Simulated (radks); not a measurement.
Values are calculated unless marked as measured or tabulated.
Task: Species: the bismuth ion Bi40+. Configuration: [Kr] 4d7. Level of theory: scalar-relativistic Kohn-Sham, PBE, spin-unpolarised, spherical densities, point nucleus (a radial shooting solver on a logarithmic mesh with Libxc functionals). Some entries of the table are withheld. Estimate them.

orbital  occ.  eigenvalue (hartree)  <r^2> (bohr^2)  <1/r> (bohr^-1)
1s          2             -3397.440             (1)            103.4
2s          2             -663.6683        0.005240            24.28
2p          6             -576.9429        0.004485            21.22
3s          2             -208.3760         0.03317              (2)
3p          6             -183.5216         0.03430            8.187
3d         10             -159.0035         0.02825            7.668
4s          2             -90.33339          0.1378              (3)
4p          6             -81.37781          0.1504              (4)
4d          7             -71.76980          0.1524            3.631

Result: 
(1) 1s <r^2> (bohr^2): 0.0003459
(2) 3s <1/r> (bohr^-1): 9.068
(3) 4s <1/r> (bohr^-1): 4.249
(4) 4p <1/r> (bohr^-1): 3.897
